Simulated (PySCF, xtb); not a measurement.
BH, SMILES [BH] (connectivity only; charge and spin as stated), neutral, multiplicity 1.

Harmonic wavenumbers (cm⁻¹) from GFN2-xTB run with xtb at its own minimum, in rising order: 2716.

What does PBE0-D3(BJ)/def2-TZVPD (PySCF 2.14.0) give at its own minimum? (An estimate is asked for; the answer gives what the named calculation found.)

2328. Paired by order, the mean absolute difference is 388 cm⁻¹ and the zero-point energies are 3.9 and 3.3 kcal/mol.
